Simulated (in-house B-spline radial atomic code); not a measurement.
Radial electron density of Cl IV (Cl3+), [Ne] 3s2 3p2. Level of theory: non-relativistic B97-1, spin-polarised, spherical fractional occupations, point nucleus; calculated with a radial B-spline atomic code at the basis-set limit.

Caution: exact exchange at fractional occupations of open shells leaves self-interaction of up to several eV.

Columns: r (bohr), 4πr²n(r) (electrons per bohr), bar.

```
 0.00344   0.4272 #
 0.00412   0.5988 #
 0.00492    0.831 ##
 0.00589    1.152 ###
 0.00704    1.583 ####
 0.00842    2.161 #####
  0.0101    2.937 #######
  0.0121    3.938 #########
  0.0144    5.159 ############
  0.0172    6.694 ###############
  0.0206    8.558 ###################
  0.0247    10.71 ########################
  0.0295       13 #############################
  0.0353    15.32 ##################################
  0.0422    17.39 #######################################
  0.0504    18.91 ##########################################
  0.0603     19.6 ############################################
  0.0722    19.24 ###########################################
  0.0863     17.9 ########################################
   0.103    15.98 ####################################
   0.123    14.14 ################################
   0.148    13.16 ##############################
   0.177    13.69 ###############################
   0.211    15.51 ###################################
   0.253    17.84 ########################################
   0.302    19.23 ###########################################
   0.361    18.63 ##########################################
   0.432    15.71 ###################################
   0.517    11.35 #########################
   0.618    7.128 ################
   0.739    4.336 ##########
   0.884    3.309 #######
    1.06    3.361 ########
    1.26    3.444 ########
    1.51    2.957 #######
    1.81    1.974 ####
    2.16    1.013 ##
    2.59   0.3761 #
    3.09   0.1032 
     3.7   0.0189 
    4.42 0.002257 
    5.29 0.0001541
```

On this grid the curve has 3 maxima, near 0.0603, 0.302, 1.26 bohr.

The 3s down radial function P(r) = rR(r), positive near the nucleus:

```json
{"r (bohr)": "0.00118", "P": "0.01547"}
{"r (bohr)": "0.00168", "P": "0.02184"}
{"r (bohr)": "0.00241", "P": "0.03094"}
{"r (bohr)": "0.00344", "P": "0.04338"}
{"r (bohr)": "0.00492", "P": "0.06048"}
{"r (bohr)": "0.00704", "P": "0.0834"}
{"r (bohr)": "0.0101", "P": "0.1134"}
{"r (bohr)": "0.0144", "P": "0.1497"}
{"r (bohr)": "0.0206", "P": "0.1911"}
{"r (bohr)": "0.0295", "P": "0.2311"}
{"r (bohr)": "0.0422", "P": "0.2555"}
{"r (bohr)": "0.0603", "P": "0.2416"}
{"r (bohr)": "0.0863", "P": "0.1598"}
{"r (bohr)": "0.123", "P": "-0.007606"}
{"r (bohr)": "0.177", "P": "-0.2461"}
{"r (bohr)": "0.253", "P": "-0.4429"}
{"r (bohr)": "0.361", "P": "-0.433"}
{"r (bohr)": "0.517", "P": "-0.09332"}
{"r (bohr)": "0.739", "P": "0.4671"}
{"r (bohr)": "1.06", "P": "0.8913"}
{"r (bohr)": "1.51", "P": "0.8564"}
{"r (bohr)": "2.16", "P": "0.4769"}
{"r (bohr)": "3.09", "P": "0.1355"}
{"r (bohr)": "4.42", "P": "0.01526"}
```
